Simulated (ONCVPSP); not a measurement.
# Before and after: ONCV potential for cerium

Ce (Z = 58), optimised norm-conserving Vanderbilt (ONCV), made with ONCVPSP 4.0.1 (PBE, fully relativistic). Core [Kr] 4d10, reference 4f1 5s2 5p6 5d1 6s0.5 (charge +1.5). Waves: 5s+6s: rc 2.60 bohr, ncon 4, nbas 9, qcut 4.6 1/bohr, 2 projectors; 5p: rc 2.65 bohr, ncon 4, nbas 8, qcut 5.8 1/bohr, 2 projectors, debl 2.1 Ha; 5d: rc 3.25 bohr, ncon 4, nbas 8, qcut 3.9 1/bohr, 2 projectors, debl 1.9 Ha; 4f: rc 1.85 bohr, ncon 4, nbas 9, qcut 7.8 1/bohr, 2 projectors, debl 3 Ha. Local part: polynomial inside 1.65 bohr (lpopt 1, dvloc0 1 Ha). Core correction: Teter function fitted to the true core (icmod 2), fcfact 0.2.

Open shells are filled in proportion to 2j + 1.

Change: core correction Teter function, fcfact 4.75, rcfact 1.5.

Cutoffs: the cutoffs (Ha) at which the residual kinetic energy of the hardest occupied pseudo-wave falls to 1 and 0.1 mHa per electron; they do not see the model core or the augmentation charge, which bear on the density cutoff. Errors are all-electron minus pseudo energies relative to the spin-unpolarised reference configuration.

Q: Predict the effect on cutoff, ghosts and configuration errors.

A: The potential gets neither clearly harder nor softer (31 Ha and 95 Ha → 31 Ha and 95 Ha); of the 4 tests that both files solve, the error grows in 2 and shrinks in 0 by more than 15 % and 0.3 meV (median size 1.6 → 2.2 meV); neither file shows a bound ghost. A model core, the more so a compact one, raises the density cutoff, which this test does not measure.

```tsv
quantity	base	changed
cutoff, loose	31 Ha	31 Ha
cutoff, tight	95 Ha	95 Ha
bound ghosts	none	none
GHOST(+) flags under 300 eV	s at 77.9 eV	s at 77.9 eV
error for 4f1 5s2 5p6 5d1 6s2, meV [ΔE -10.95 eV]	-2.5	-3.5
error for 4f1 5s2 5p6 5d1 6s1, meV [ΔE -4.88 eV]	-0.4	-0.6
error for 4f1 5s2 5p6 5d1 6s0, meV [ΔE 6.20 eV]	-0.6	-1.0
error for 4f0 5s2 5p6 5d2 6s1, meV [ΔE 0.22 eV]	+767	+748
s: phases at 2.65 bohr within 0.05 rad from the reference energy up to (Ha; the scan ends near 5)	2.1	2.1
p3/2: phases at 2.69 bohr within 0.05 rad from the reference energy up to (Ha; the scan ends near 5)	3.9	3.9
p1/2: phases at 2.69 bohr within 0.05 rad from the reference energy up to (Ha; the scan ends near 5)	3.7	3.7
d5/2: phases at 3.30 bohr within 0.05 rad from the reference energy up to (Ha; the scan ends near 5)	3.1	3.1
d3/2: phases at 3.30 bohr within 0.05 rad from the reference energy up to (Ha; the scan ends near 5)	3.0	3.0
f7/2: phases at 1.88 bohr within 0.05 rad from the reference energy up to (Ha; the scan ends near 5)	to the end of the scan	to the end of the scan
f5/2: phases at 1.88 bohr within 0.05 rad from the reference energy up to (Ha; the scan ends near 5)	to the end of the scan	to the end of the scan
rms error of d²Exc/dni dnj with the model core, mHa	5.99	4.68
```

Base: The cutoffs count occupied waves only; projector 2 of the f channel, the hardest unoccupied one, needs 110 Ha at the loose tolerance. Changed file: The cutoffs count occupied waves only; projector 2 of the f channel, the hardest unoccupied one, needs 110 Ha at the loose tolerance.
